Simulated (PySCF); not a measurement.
SnCl3, SMILES [Cl][Sn]([Cl])[Cl], multiplicity 2.

Geometry: PBE0-D3(BJ)/def2-SVP. The spin state was assumed, not searched. The isomer is the one that the SMILES or the coordinates give; other isomers of the formula were not compared. The def2 effective core potentials stand for the cores of Sn; spin–orbit coupling is left out.

Method: PySCF 2.14.0 with C-PCM-ωB97X/def2-SVP.

The values are the electrostatic part of the solvation free energy, E(continuum) − E(gas) at the gas-phase geometry, in a cavity of scaled van der Waals radii (PySCF's table); cavitation and dispersion terms are not included. A continuum can't describe solvent molecules that bind to the metal. The dipole moment in vacuum is 2.27 D.

```
solvent                ε  ΔG(elec) (kcal/mol)  dipole (D)
-----------------  -----  -------------------  ----------
water              78.36                 -4.1        3.03
dimethylsulfoxide  46.83                 -4.1        3.02
acetone            20.49                 -3.9        2.99
```
